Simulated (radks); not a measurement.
Values are calculated unless marked as measured or tabulated.
Spherical quantum dot in the effective-mass picture: electrons in a hard-walled sphere of radius 2.46, all in effective atomic units (hartree* = m*/eps^2 hartree, bohr* = eps/m* bohr), one dielectric constant everywhere. Level of theory: non-relativistic Kohn-Sham, r2SCAN, spin-polarised, spherical densities, generalised Kohn-Sham scheme (a radial shooting solver with Libxc functionals). Levels are named by radial order and angular momentum (1s, 1p, 1d, 2s, ...), and open shells are averaged over m.

N = 18, configuration 1s2 1p6 1d10. This is the lowest configuration that the search found. Occupied and some empty levels:

| level | occupation | eigenvalue (hartree*) | <r> (bohr*) |
|---|---|---|---|
| 1s | 2 | 10.391 | 1.538 |
| 1p | 6 | 10.929 | 1.640 |
| 1d | 10 | 11.793 | 1.716 |
| 1f | 0 | 12.936 | 1.776 |
| 2s | 0 | 13.155 | 1.123 |
| 2p | 0 | 14.707 | 1.296 |

Energy (hartree*): total 119.677, kinetic 42.462, external 0, Hartree 88.650, exchange-correlation -11.436.

Electron density:

| r (bohr*) | n(r) (e/bohr*^3) |
|---|---|
| 0.130 | 0.04445 |
| 0.252 | 0.05140 |
| 0.375 | 0.06407 |
| 0.497 | 0.08422 |
| 0.620 | 0.1139 |
| 0.742 | 0.1550 |
| 0.865 | 0.2086 |
| 0.987 | 0.2743 |
| 1.11 | 0.3495 |
| 1.23 | 0.4275 |
| 1.35 | 0.4993 |
| 1.48 | 0.5518 |
| 1.60 | 0.5729 |
| 1.72 | 0.5507 |
| 1.84 | 0.4801 |
| 1.97 | 0.3688 |
| 2.09 | 0.2360 |
| 2.21 | 0.1136 |
| 2.33 | 0.02908 |
| 2.46 | 0.00005178 |
